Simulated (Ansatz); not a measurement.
```xyz
15

C     1.592    2.036    0.941
O     0.789    1.012    0.470
Hf   -0.326   -0.416   -0.192
N     0.776   -2.074   -0.673
N    -1.347    0.142   -1.878
N    -1.716   -0.993    1.198
H     2.637    1.881    0.646
H     1.554    2.091    2.036
H     1.267    3.004    0.541
H     0.675   -2.602   -1.528
H     1.570   -2.435   -0.163
H    -0.992    0.713   -2.632
H    -2.331   -0.020   -2.033
H    -1.921   -1.952    1.440
H    -2.225   -0.387    1.825
```

The species carries charge 0 and has multiplicity 1. Hf takes the def2 core potential.

Problem. List the B3LYP/def2-TZVPP orbital energies in eV (the Gaussian-basis code of Ansatz). (Best estimate.)

Solution. Ansatz gave: Occupied: -519.92, -388.17, -388.16, -388.16, -277.88, -66.24, -35.11, -34.80, -34.80, -26.49, -21.83, -21.63, -21.63, -17.99, -12.52, -12.46, -12.46, -12.24, -12.04, -12.04, -10.02, -9.61, -9.60, -7.83, -7.83, -6.74, -6.74, -6.45. Lowest empty: -0.14, 0.70, 0.70, 1.12, 1.47, 1.47, 1.67, 1.68.

B3LYP here is the variant with VWN-RPA as its local correlation; programs differ in this.
